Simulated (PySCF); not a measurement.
C6H10ClF.
Geometry (GFN2-xTB, Å), atoms numbered from 1 in this order:
```xyz
18
C6H10ClF angstrom
C     -1.5946   -1.2551   -0.5143
C     -0.7147   -0.4450    0.4406
C      0.0231    0.6426   -0.2892
C     -0.7059    1.9366   -0.4702
C      1.2490    0.4488   -0.7681
F      1.8795    1.4579   -1.4350
C      2.0982   -0.7697   -0.6662
Cl     2.7598   -0.9620    1.0012
H     -0.9936   -1.7187   -1.2932
H     -2.1177   -2.0366    0.0310
H     -2.3342   -0.6168   -0.9913
H     -0.0138   -1.1103    0.9435
H     -1.3482    0.0127    1.2025
H     -0.1477    2.6220   -1.1008
H     -1.6809    1.7541   -0.9190
H     -0.8674    2.4062    0.4996
H      1.5440   -1.6813   -0.8808
H      2.9562   -0.6790   -1.3315
```

Method used: TDDFT PBE0/def2-SVPD, vertical, gas phase, core orbitals frozen in the response (PySCF).

Kohn–Sham orbitals with the atoms that hold most of them (Löwdin shares over 4%, at most four atoms; ? is withheld):

```json
{"orbital": "HOMO-3", "ε (eV)": "-9.80", "atoms": "C2 22%, C1 14%, C4 13%, C3 12%"}
{"orbital": "HOMO-2", "ε (eV)": "-8.68", "atoms": "Cl8 74%, C7 11%, C5 5%"}
{"orbital": "HOMO-1", "ε (eV)": "-8.60", "atoms": "Cl8 76%, C7 11%"}
{"orbital": "HOMO", "ε (eV)": "?", "atoms": "?"}
{"orbital": "LUMO", "ε (eV)": "-0.56", "atoms": "?"}
{"orbital": "LUMO+1", "ε (eV)": "0.39", "atoms": "C1 14%, Cl8 11%, C7 10%, H17 10%"}
{"orbital": "LUMO+2", "ε (eV)": "1.03", "atoms": "C4 19%, Cl8 16%, H15 10%, H16 8%"}
```

Give the leading atoms of the LUMO.

Cl8 (bonded to C) 28%; C3 (bonded to 3 C) 18%; C7 (bonded to C, Cl and 2 H) 17%; C5 (bonded to 2 C and F) 16%. By element: carbon 51% or more, chlorine 28%.

Give the leading atoms of the HOMO.

C5 (bonded to 2 C and F) 29%; C3 (bonded to 3 C) 29%; F6 (bonded to C) 12%; Cl8 (bonded to C) 8%. By element: carbon 58% or more, fluorine 12%, chlorine 8%.

What is the HOMO energy, and the HOMO–LUMO gap?

ε(HOMO) = -7.02 eV; the gap is 6.47 eV (0.2376 hartree).

The HOMO–LUMO gap is 6.47 eV. Where does the response calculation put the lowest singlet, and from which orbitals?

S1 is at 5.71 eV (f = 0.226), 0.75 eV below the gap, made of HOMO→LUMO (91%). Without the coupling terms of the response equations the lowest excitation would equal the gap.

One configuration dominates each of S1, S2, S3 and S4. Which, and how do the shares of the two leading atoms of either orbital change from the occupied to the empty one?

- S1 (5.71 eV, f 0.226), HOMO→LUMO (91%): C5 29% → 16%, C3 29% → 18%, Cl8 8% → 28%
- S2 (6.37 eV, f 0.049), HOMO→LUMO+1 (94%): C5 29% → at most 10%, C3 29% → at most 10%, C1 at most 8% → 14%, Cl8 8% → 11%
- S3 (6.55 eV, f 0.0014), HOMO-1→LUMO (93%): Cl8 76% → 28%, C7 11% → 17%, C3 at most 4% → 18%
- S4 (6.62 eV, f 0.0073), HOMO-2→LUMO (93%): Cl8 74% → 28%, C7 11% → 17%, C3 at most 4% → 18%

Löwdin shares depend on the basis, the more so with diffuse functions.

Hardware: an Arm Neoverse V1 with one thread, no GPU (shared host). Cost: 60 s wall (grids of density and orbitals included), 1.1 GiB resident at most.

One conformer stands for the species.
